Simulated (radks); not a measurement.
All-electron atom: Tl XIII in [Xe] 4f14 5d1.

Calculated with a radial shooting solver on a logarithmic mesh with Libxc functionals: non-relativistic Kohn-Sham, PBE, spin-polarised, spherical densities, point nucleus; open shells are filled with parallel spins first (spin-orbit coupling, left out, can overturn this in heavy ions); relativity is left out, which matters for an element this heavy.

Energy parts (eV):
part                       energy
total                  -514924.66
kinetic                 514814.97
electron-nucleus      -1210425.83
Hartree                 190146.09
exchange-correlation     -9459.89

Orbitals (lengths in bohr, moments of r in powers of bohr; <r^-3> diverges for s and p1/2; r(max) is where P^2 peaks):
[
 {"orbital": "1s up", "occ.": "1", "eigenvalue (eV)": "-77218.85", "<r^-3>": "-", "r(max)": "0.01240", "<r>": "0.01869"},
 {"orbital": "1s down", "occ.": "1", "eigenvalue (eV)": "-77218.85", "<r^-3>": "-", "r(max)": "0.01240", "<r>": "0.01869"},
 {"orbital": "2s up", "occ.": "1", "eigenvalue (eV)": "-13155.38", "<r^-3>": "-", "r(max)": "0.06736", "<r>": "0.07862"},
 {"orbital": "2s down", "occ.": "1", "eigenvalue (eV)": "-13155.21", "<r^-3>": "-", "r(max)": "0.06736", "<r>": "0.07862"},
 {"orbital": "2p up", "occ.": "3", "eigenvalue (eV)": "-12670.19", "<r^-3>": "18870", "r(max)": "0.05223", "<r>": "0.06641"},
 {"orbital": "2p down", "occ.": "3", "eigenvalue (eV)": "-12670.06", "<r^-3>": "18870", "r(max)": "0.05223", "<r>": "0.06641"},
 {"orbital": "3s up", "occ.": "1", "eigenvalue (eV)": "-3284.575", "<r^-3>": "-", "r(max)": "0.1837", "<r>": "0.1979"},
 {"orbital": "3s down", "occ.": "1", "eigenvalue (eV)": "-3284.504", "<r^-3>": "-", "r(max)": "0.1837", "<r>": "0.1979"},
 {"orbital": "3p up", "occ.": "3", "eigenvalue (eV)": "-3054.488", "<r^-3>": "4138", "r(max)": "0.1727", "<r>": "0.1884"},
 {"orbital": "3p down", "occ.": "3", "eigenvalue (eV)": "-3054.417", "<r^-3>": "4138", "r(max)": "0.1727", "<r>": "0.1884"},
 {"orbital": "3d up", "occ.": "5", "eigenvalue (eV)": "-2625.455", "<r^-3>": "740.4", "r(max)": "0.1355", "<r>": "0.1643"},
 {"orbital": "3d down", "occ.": "5", "eigenvalue (eV)": "-2625.340", "<r^-3>": "740.3", "r(max)": "0.1355", "<r>": "0.1643"},
 {"orbital": "4s up", "occ.": "1", "eigenvalue (eV)": "-885.2934", "<r^-3>": "-", "r(max)": "0.4080", "<r>": "0.4331"},
 {"orbital": "4s down", "occ.": "1", "eigenvalue (eV)": "-885.1648", "<r^-3>": "-", "r(max)": "0.4080", "<r>": "0.4330"},
 {"orbital": "4p up", "occ.": "3", "eigenvalue (eV)": "-784.7500", "<r^-3>": "993.6", "r(max)": "0.4066", "<r>": "0.4360"},
 {"orbital": "4p down", "occ.": "3", "eigenvalue (eV)": "-784.6098", "<r^-3>": "993.5", "r(max)": "0.4066", "<r>": "0.4360"},
 {"orbital": "4d up", "occ.": "5", "eigenvalue (eV)": "-599.4068", "<r^-3>": "158.5", "r(max)": "0.3979", "<r>": "0.4408"},
 {"orbital": "4d down", "occ.": "5", "eigenvalue (eV)": "-599.2328", "<r^-3>": "158.5", "r(max)": "0.3979", "<r>": "0.4407"},
 {"orbital": "4f up", "occ.": "7", "eigenvalue (eV)": "-348.8024", "<r^-3>": "36.07", "r(max)": "0.3518", "<r>": "0.4511"},
 {"orbital": "4f down", "occ.": "7", "eigenvalue (eV)": "-348.5839", "<r^-3>": "36.11", "r(max)": "0.3518", "<r>": "0.4507"},
 {"orbital": "5s up", "occ.": "1", "eigenvalue (eV)": "-307.3988", "<r^-3>": "-", "r(max)": "0.8722", "<r>": "0.9186"},
 {"orbital": "5s down", "occ.": "1", "eigenvalue (eV)": "-306.1706", "<r^-3>": "-", "r(max)": "0.8711", "<r>": "0.9177"},
 {"orbital": "5p up", "occ.": "3", "eigenvalue (eV)": "-271.3689", "<r^-3>": "218.3", "r(max)": "0.9087", "<r>": "0.9639"},
 {"orbital": "5p down", "occ.": "3", "eigenvalue (eV)": "-270.0885", "<r^-3>": "219.2", "r(max)": "0.9075", "<r>": "0.9632"},
 {"orbital": "5d up", "occ.": "1", "eigenvalue (eV)": "-209.4363", "<r^-3>": "29.81", "r(max)": "1.000", "<r>": "1.078"},
 {"orbital": "5d down", "occ.": "0", "eigenvalue (eV)": "-208.1095", "<r^-3>": "29.86", "r(max)": "0.9988", "<r>": "1.078"},
 {"orbital": "6s up", "occ.": "0", "eigenvalue (eV)": "-152.5916", "<r^-3>": "-", "r(max)": "1.690", "<r>": "1.697"},
 {"orbital": "6s down", "occ.": "0", "eigenvalue (eV)": "-151.7852", "<r^-3>": "-", "r(max)": "1.690", "<r>": "1.698"},
 {"orbital": "6p up", "occ.": "0", "eigenvalue (eV)": "-138.2173", "<r^-3>": "74.60", "r(max)": "1.790", "<r>": "1.794"},
 {"orbital": "6p down", "occ.": "0", "eigenvalue (eV)": "-137.4281", "<r^-3>": "74.58", "r(max)": "1.789", "<r>": "1.795"}
]

The highest occupied level is 5d up at -209.44 eV. The spin density at the nucleus is -1.290 e/bohr^3 (1s -0.026, 2s -0.155, 3s -0.128, 4s 0.129, 5s -1.110).
